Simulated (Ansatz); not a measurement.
Consider the formal exchange of groups at a B–O bond: `CBO[SiH2][SiH3]` + `BC#C` → `C#CBBC` + `O[SiH2][SiH3]`.

Program: Ansatz. Geometries: PBE0-D4/def2-TZVP. ΔE: electronic, gas phase. CBS: MP2 limit from def2 TZ/QZ plus the TZ coupled-cluster correction, frozen cores. Functionals use def2-TZVPP. B3LYP here is the variant with VWN-RPA as its local correlation; programs differ in this. One conformer a species, not always the lowest.

`CBO[SiH2][SiH3]`:

Cartesian coordinates in Å:
```
C -0.264 -2.004 0.458
B -0.932 -0.884 1.323
O -1.123 0.387 0.892
Si -0.795 1.182 -0.527
Si 1.505 1.564 -0.768
H -0.010 -1.720 -0.566
H -0.912 -2.886 0.422
H 0.653 -2.341 0.956
H -1.303 -1.118 2.444
H -1.308 0.401 -1.688
H -1.533 2.468 -0.468
H 2.244 0.274 -0.838
H 2.027 2.350 0.382
H 1.751 2.326 -2.023
```

`BC#C`:

Cartesian coordinates in Å:
```
B -1.003 0.292 0.438
C 0.325 -0.095 -0.142
C 1.396 -0.407 -0.610
H -1.391 1.416 0.336
H -1.668 -0.525 0.999
H 2.341 -0.682 -1.021
```

`C#CBBC`:

Cartesian coordinates in Å:
```
C -2.502 0.320 1.615
C -1.601 -0.276 1.068
B -0.455 -0.969 0.383
B 0.965 -0.185 0.047
C 1.309 0.547 -1.288
H -3.302 0.832 2.097
H -0.596 -2.127 0.094
H 1.832 -0.231 0.884
H 2.001 -0.125 -1.820
H 1.878 1.466 -1.123
H 0.471 0.748 -1.956
```

`O[SiH2][SiH3]`:

Z-matrix (Å, degrees):
```
Si
Si 1 2.347
O 1 1.654 2 112.4
H 1 1.484 2 110.6 3 117.6
H 1 1.493 2 108.5 3 -123.5
H 2 1.489 1 110.0 3 177.8
H 2 1.491 1 110.1 3 58.6
H 2 1.488 1 111.4 3 -61.5
H 3 0.958 1 117.6 2 -58.8
```

| level | ΔE (eV) |
| --- | --- |
| PBE-D4 | 1.39 |
| B97M-V | 1.46 |
| PBE-QIDH | 1.51 |
| B3LYP | 1.49 |
| MP2/def2-TZVPP | 1.60 |
| SCS-MP2/def2-TZVPP | 1.61 |
| SCS-MP2/def2-QZVPP | 1.60 |
| CCSD/CBS(def2) | 1.54 |

Task: What does CCSD(T)/CBS give? (An estimate is asked.)

Result: The calculation gave: +1.54 eV. The listed levels differ from it by -0.15, -0.08, -0.03, -0.05, 0.06, 0.07, 0.06, 0.00 eV.

Largest T1 diagnostic among the species: 0.014.

The D4 term adds +0.06 eV with B3LYP and +0.04 eV with PBE0; it sums over pairs of atoms, weighted by their polarisabilities, and B3LYP, whose exchange is more repulsive, gets the larger term. From BLYP to BHLYP (50 % exact exchange), in def2-TZVPP and without D4, ΔE moves by +0.13 eV. Leaving LDA and LC-ωPBE aside and taking each functional with its dispersion term where it has one, the values, not all of them listed here, spread over 0.24 eV, from PBE-D4 to BHLYP-D4. LDA lies +0.08 eV from PBE without D4.
